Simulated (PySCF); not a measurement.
# TDDFT excited states: C4H9NSSi

Species: C4H9NSSi.
Structure used (GFN2-xTB), in Å, numbered top down from 1:
```
atom  x, y, z in Å
C1    -0.236   -1.495   -0.700
N2    -0.584   -0.415    0.196
C3    -1.965   -0.001    0.067
C4     0.326    0.655    0.255
Si5    2.180    0.302    0.493
C6     0.013    1.918    0.273
S7    -0.191    3.468    0.403
H8     0.774   -1.838   -0.488
H9    -0.927   -2.321   -0.528
H10   -0.297   -1.205   -1.759
H11   -2.192    0.721    0.851
H12   -2.180    0.464   -0.905
H13   -2.608   -0.871    0.191
H14    2.829    1.519    0.963
H15    2.762   -0.109   -0.791
H16    2.288   -0.783    1.469
```

Computed with TDDFT PBE0/def2-SVPD, vertical, gas phase, core orbitals frozen in the response (PySCF 2.14.0, density-fitted response routines).

```json
{"state": "S1", "E (eV)": "1.73", "ν̃ (cm⁻¹)": "13930", "f": "0.0006", "main configurations (H = HOMO, L = LUMO)": "H→L (99%)"}
{"state": "S2", "E (eV)": "4.22", "ν̃ (cm⁻¹)": "34040", "f": "0.0028", "main configurations (H = HOMO, L = LUMO)": "H-1→L (97%)"}
{"state": "S3", "E (eV)": "4.76", "ν̃ (cm⁻¹)": "38400", "f": "0.033", "main configurations (H = HOMO, L = LUMO)": "H→L+1 (70%), H→L+2 (20%)"}
{"state": "S4", "E (eV)": "4.85", "ν̃ (cm⁻¹)": "39160", "f": "0.032", "main configurations (H = HOMO, L = LUMO)": "H→L+2 (72%), H-2→L (16%), H→L+1 (10%)"}
{"state": "S5", "E (eV)": "5.38", "ν̃ (cm⁻¹)": "43380", "f": "0.0002", "main configurations (H = HOMO, L = LUMO)": "H→L+3 (90%)"}
{"state": "S6", "E (eV)": "5.59", "ν̃ (cm⁻¹)": "45110", "f": "0.016", "main configurations (H = HOMO, L = LUMO)": "H→L+4 (72%), H→L+5 (10%)"}
{"state": "S7", "E (eV)": "5.70", "ν̃ (cm⁻¹)": "45980", "f": "0.012", "main configurations (H = HOMO, L = LUMO)": "H→L+5 (82%), H→L+4 (13%)"}
{"state": "S8", "E (eV)": "5.76", "ν̃ (cm⁻¹)": "46430", "f": "0.205", "main configurations (H = HOMO, L = LUMO)": "H-2→L (29%), H→L+6 (27%), H→L+7 (13%)"}
```

Triplets (Tamm–Dancoff): T1 1.35 eV, H→L (98%); T2 3.64 eV, H→L+1 (72%), H→L+2 (17%); T3 3.66 eV, H-2→L (89%).

The lowest singlet lies at 1.73 eV (718 nm, visible) and is very weak; its leading configuration is HOMO→LUMO (99%). The most intense listed level is S8 at 5.76 eV (215 nm, f = 0.205), 4.03 eV above S1. It is the last of those listed, so stronger ones may follow. Löwdin shares by element: HOMO carbon 32% or more, sulfur 31%, nitrogen 24%; LUMO carbon 45% or more, sulfur 38%, silicon 6%. The listed states span 4.03 eV, and the widest gap between neighbours is 2.49 eV (S1 to S2). Of the 8 states listed, 5 reach f = 0.01 and 1 stays under 0.0005. Weighted by f, the mean energy of these states is 5.52 eV. S1 lies in the visible range (380 to 750 nm), at 718 nm, f = 0.0006; light of that wavelength is red, and its complementary colour is blue-green. The window holds the lowest 8 singlets.

On Intel Xeon at 2.70 GHz, one thread, shared host with 64 logical CPUs at a one-minute load of 63, this took 59 s of wall time and 0.91 GiB of memory at its peak.
